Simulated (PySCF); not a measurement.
Molecule: methylgermane, CH₆Ge, net charge 0, singlet state. SMILES: [CH3][GeH3]
Geometry from a B3LYP-D3(BJ)/def2-TZVP (Ansatz) optimisation:
```
Ge
H 1 1.5406
H 1 1.5406 2 108.57
H 1 1.5406 2 108.57 3 117.87
C 1 1.9658 2 110.35 4 121.07
H 5 1.0895 1 110.20 2 60.00
H 5 1.0895 6 108.73 1 -120.89
H 5 1.0895 6 108.73 7 -118.23
```
Charge 0, spin multiplicity 1.

Dispersion corrections to the total energy (kcal/mol) from the dftd3 and dftd4 libraries through PySCF: D3(BJ) without and D4 with the three-body term, each with the damping fitted for the functional named.

```json
[
 {"functional": "TPSSh", "D3(BJ)": "-2.96", "D4": "…"},
 {"functional": "BP86", "D3(BJ)": "-4.15", "D4": "-3.08"},
 {"functional": "BHLYP", "D3(BJ)": "-3.69", "D4": "…"},
 {"functional": "LC-wPBE", "D3(BJ)": "-2.42", "D4": "-2.62"},
 {"functional": "PBE", "D3(BJ)": "-2.57", "D4": "-2.35"},
 {"functional": "TPSS", "D3(BJ)": "-3.23", "D4": "-3.18"},
 {"functional": "B2GP-PLYP", "D3(BJ)": "…", "D4": "-0.97"}
]
```

### Question
What belongs in the gaps?

### Answer

- TPSSh, D4: -2.86
- BHLYP, D4: -2.84
- B2GP-PLYP, D3(BJ): -1.90
